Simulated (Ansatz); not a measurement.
The same ligand exchange along the group O, S, Se.

Gas-phase electronic energies from Ansatz, PBE0-D4/def2-TZVP geometries. CCSD(T)/CBS is the MP2 limit (def2-TZVPP, def2-QZVPP) plus CCSD(T) − MP2 in def2-TZVPP, frozen cores. This one scheme is used for every species. Functionals use def2-TZVPP. For Se outer-core shells are correlated without core-valence functions, which leaves a few kJ/mol of doubt a bond. Scalar relativity is left out up to krypton. Each species was taken in one conformer, which may not be the lowest.

```tsv
reaction	CCSD(T)/CBS(def2) (kJ/mol)
`OBN[SiH3]` + `BN` → `BNBN[SiH3]` + H₂O	49
`[SiH3]NBS` + `BN` → `BNBN[SiH3]` + H₂S	0
`[SiH3]NB[SeH]` + `BN` → `BNBN[SiH3]` + H₂Se	?
```

Q: Fill in the missing values. (Best estimate.)

A: Computed: `[SiH3]NB[SeH]` + `BN` → `BNBN[SiH3]` + H₂Se: -3.1 kJ/mol.

Largest T1 diagnostic: 0.013, for `BNBN[SiH3]`.
